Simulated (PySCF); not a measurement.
# Spinor energies of Sb(2+) (antimony, charge +2)

Start: [Kr] 4d10 5s1 5p2; 5s1/2 filled at m_j = +1/2; 5p3/2 filled at m_j = +1/2, +3/2. Calculated with PySCF 2.14 in x2c-SVPall-2c with one added diffuse shell each of s, p type (7s9p4d, 54 functions): generalised Hartree-Fock with the X2C-1e Hamiltonian and a Gaussian nucleus; one run each with spin-orbit coupling (SO) switched off, then screened by Boettger's factors. This is a chosen level, not necessarily the ground level.

```json
{"spinor shell": "1s1/2", "electrons": "2", "ε, spin-free (eV)": "-30658.0", "ε, screened SO (eV)": "-30655.2", "weight of nominal j (screened SO)": "1.000", "rms radius, screened SO (bohr)": "0.0326"}
{"spinor shell": "2s1/2", "electrons": "2", "ε, spin-free (eV)": "-4775.1", "ε, screened SO (eV)": "-4774.4", "weight of nominal j (screened SO)": "1.000", "rms radius, screened SO (bohr)": "0.133"}
{"spinor shell": "2p1/2", "electrons": "2", "ε, spin-free (eV)": "-4283.0", "ε, screened SO (eV)": "-4458.0", "weight of nominal j (screened SO)": "1.000", "rms radius, screened SO (bohr)": "0.115"}
{"spinor shell": "2p3/2", "electrons": "4", "ε, spin-free (eV)": "-4283.0", "ε, screened SO (eV)": "-4203.4", "weight of nominal j (screened SO)": "1.000", "rms radius, screened SO (bohr)": "0.120"}
{"spinor shell": "3s1/2", "electrons": "2", "ε, spin-free (eV)": "-992.01", "ε, screened SO (eV)": "-991.85", "weight of nominal j (screened SO)": "1.000", "rms radius, screened SO (bohr)": "0.352"}
{"spinor shell": "3p1/2", "electrons": "2", "ε, spin-free (eV)": "-827.45", "ε, screened SO (eV)": "-860.72", "weight of nominal j (screened SO)": "1.000", "rms radius, screened SO (bohr)": "0.345"}
{"spinor shell": "3p3/2", "electrons": "4", "ε, spin-free (eV)": "-827.45", "ε, screened SO (eV)": "-812.29", "weight of nominal j (screened SO)": "1.000", "rms radius, screened SO (bohr)": "0.356"}
{"spinor shell": "3d3/2", "electrons": "4", "ε, spin-free (eV)": "-576.58", "ε, screened SO (eV)": "-582.36", "weight of nominal j (screened SO)": "1.000", "rms radius, screened SO (bohr)": "0.330"}
{"spinor shell": "3d5/2", "electrons": "6", "ε, spin-free (eV)": "-576.58", "ε, screened SO (eV)": "-572.61", "weight of nominal j (screened SO)": "1.000", "rms radius, screened SO (bohr)": "0.333"}
{"spinor shell": "4s1/2", "electrons": "2", "ε, spin-free (eV)": "-195.64", "ε, screened SO (eV)": "-195.66", "weight of nominal j (screened SO)": "1.000", "rms radius, screened SO (bohr)": "0.841"}
{"spinor shell": "4p1/2", "electrons": "2", "ε, spin-free (eV)": "-142.87", "ε, screened SO (eV)": "-149.04", "weight of nominal j (screened SO)": "0.999", "rms radius, screened SO (bohr)": "0.893"}
{"spinor shell": "4d3/2", "electrons": "4", "ε, spin-free (eV)": "-63.475", "ε, screened SO (eV)": "-64.333", "weight of nominal j (screened SO)": "0.953", "rms radius, screened SO (bohr)": "1.10"}
{"spinor shell": "4d5/2", "electrons": "6", "ε, spin-free (eV)": "-63.475", "ε, screened SO (eV)": "-62.976", "weight of nominal j (screened SO)": "0.968", "rms radius, screened SO (bohr)": "1.11"}
{"spinor shell": "5s1/2", "electrons": "1", "ε, spin-free (eV)": "-37.202", "ε, screened SO (eV)": "-37.179", "weight of nominal j (screened SO)": "0.999", "rms radius, screened SO (bohr)": "2.25"}
{"spinor shell": "5p3/2", "electrons": "2", "ε, spin-free (eV)": "-25.892", "ε, screened SO (eV)": "-25.784", "weight of nominal j (screened SO)": "0.773", "rms radius, screened SO (bohr)": "2.67"}
```

(1) Where does 4p3/2 lie, and what is the 4p spin-orbit splitting (screened SO)?

```json
{"quantity": "E (hartree)", "spin-free": "-6475.38617", "screened SO": "-6477.00267"}
{"quantity": "M_J", "spin-free": "5/2", "screened SO": "5/2"}
{"quantity": "⟨J²⟩", "spin-free": "8.755", "screened SO": "8.755"}
{"quantity": "⟨L²⟩", "spin-free": "2.003", "screened SO": "2.083"}
{"quantity": "⟨S²⟩", "spin-free": "3.752", "screened SO": "3.722"}
```

Each row is a mean over spinors that exchange with the open shell spreads, by up to 1.035 eV (4s1/2).

Rows whose weight is well below 1 are mixtures of j = l ± 1/2: exchange outweighs spin-orbit coupling there, and the label is only the starting occupation.

Breit and QED terms are absent; they matter most for the inner s and p1/2 levels.

Densities and radii are taken from the X2C orbitals without a picture-change correction, which distorts them close to the nucleus.

Without spin-orbit coupling the j labels of p, d and f shells carry no meaning; the spin-free column gives the mean over the occupied spinors of each nl shell.

Answers

(1) At -140.12 eV, 8.916 eV above 4p1/2.
